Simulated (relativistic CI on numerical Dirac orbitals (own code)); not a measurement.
Calculated at this level of theory: Dirac-Coulomb-Breit CI, separate exchange-only KLI orbitals for each configuration, model QED (radiative potential, 1s self-energy scaled to tabulated hydrogen-like ionisation energies), unscaled Slater integrals (own radial code, finite nucleus).

Configuration list (outside the closed core [Ar] 3d10): 4s2 4p6 4d10 4f, 4s2 4p6 4d9 4f2, 4s2 4p6 4d10 5s, 4s2 4p6 4d10 5p, 4s2 4p5 4d10 4f2, 4s2 4p6 4d10 5d, 4s 4p6 4d10 4f2, 4s2 4p6 4d9 4f 5s, 4s2 4p6 4d10 5f, 4s2 4p6 4d9 4f 5p, 4s2 4p6 4d10 6s, 4s2 4p6 4d10 5g, 4s2 4p6 4d10 6p, 4s2 4p6 4d10 6d, 4s2 4p5 4d10 4f 5s, 4s2 4p6 4d10 6f, 4s2 4p6 4d9 4f 5f, 4s2 4p6 4d10 7s, 4s2 4p6 4d10 7p, 4s 4p6 4d10 5s2, 4s2 4p6 4d9 4f 6p. Double excitations out of closed p, d and f shells are left out; levels of such configurations are missing from the list, as are those of other unlisted configurations, and high levels can miss mixing partners.

At this charge energies of transitions that change n are usually good to better than 1 %, and those within a shell (Δn = 0) to a few per cent.

Outline of the computed level scheme of Os XXX. Lowest level of each configuration: 4s2 4p6 4d10 4f 2F°_5/2 at 0.000 eV; 4s2 4p6 4d10 5s 2S_1/2 at 166.998 eV; 4s2 4p6 4d9 4f2 4F_3/2 at 200.985 eV; 4s2 4p6 4d10 5p 2P°_1/2 at 214.970 eV.

Some strong electric-dipole decays among the lowest 45 levels: 4s2 4p6 4d9 4f2 4G_5/2 → 4s2 4p6 4d10 4f 2F°_5/2 (2.2e+10 s⁻¹); 4s2 4p6 4d9 4f2 2G_9/2 → 4s2 4p6 4d10 4f 2F°_7/2 (1.7e+10 s⁻¹); 4s2 4p6 4d10 5p 2P°_1/2 → 4s2 4p6 4d10 5s 2S_1/2 (1.6e+10 s⁻¹); 4s2 4p6 4d9 4f2 2G_9/2 → 4s2 4p6 4d10 4f 2F°_7/2 (1.4e+10 s⁻¹); 4s2 4p6 4d9 4f2 2D_3/2 → 4s2 4p6 4d10 4f 2F°_5/2 (1.0e+10 s⁻¹); 4s2 4p6 4d9 4f2 2G_7/2 → 4s2 4p6 4d10 4f 2F°_5/2 (7.9e+09 s⁻¹); 4s2 4p6 4d9 4f2 2F_5/2 → 4s2 4p6 4d10 4f 2F°_5/2 (5.3e+09 s⁻¹); 4s2 4p6 4d9 4f2 2P_3/2 → 4s2 4p6 4d10 4f 2F°_5/2 (4.0e+09 s⁻¹).

LS names give the leading component of a level, which can be under half, so a name can repeat, a term be missing and a line seem to break the LS rules.
